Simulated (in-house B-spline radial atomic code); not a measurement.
A run on the scandium ion Sc⁺ (an excited or competing configuration) that did not converge. Method: non-relativistic TPSSh, spin-polarised, spherical fractional occupations, point nucleus; computed with a B-spline radial code for spherical atoms.

Command:
```bash
python run_scf.py task.json out
```
Settings:
```
Z                21
configuration    [Ar] 3d1 4f1
hamiltonian      nr
method           tpssh
spin_polarised   True
```

First and last ten iterations of the last attempt (damped for 15 steps, keeping 80 % of the old Fock matrix, then DIIS):
```
 iter        energy (Eh)    residual
    1        -760.026726    3.13e-02
    2        -760.028822    1.24e-03
    3        -760.028833    9.37e-04
    4        -760.028840    7.14e-04
    5        -760.028844    5.48e-04
    6        -760.028847    4.24e-04
    7        -760.028849    3.30e-04
    8        -760.028850    2.58e-04
    9        -760.028851    2.03e-04
   10        -760.028852    1.60e-04
  111        -760.028856    2.73e-07
  112        -760.028856    2.73e-07
  113        -760.028856    2.73e-07
  114        -760.028856    8.11e-07
  115        -760.028856    2.72e-07
  116        -760.028856    2.72e-07
  117        -760.028856    8.10e-07
  118        -760.028856    2.73e-07
  119        -760.028856    2.73e-07
  120        -760.028856    2.73e-07
 not converged after 120 iterations
```

The smallest residual met was 2.7e-07; the threshold is about 2e-07. Over the last five steps the energy moves by less than 1e-08 hartree, but the orbitals didn't meet the threshold. Time taken, with all properties: 3.4 s on 1 thread of x86-64 server CPU, on a shared host.
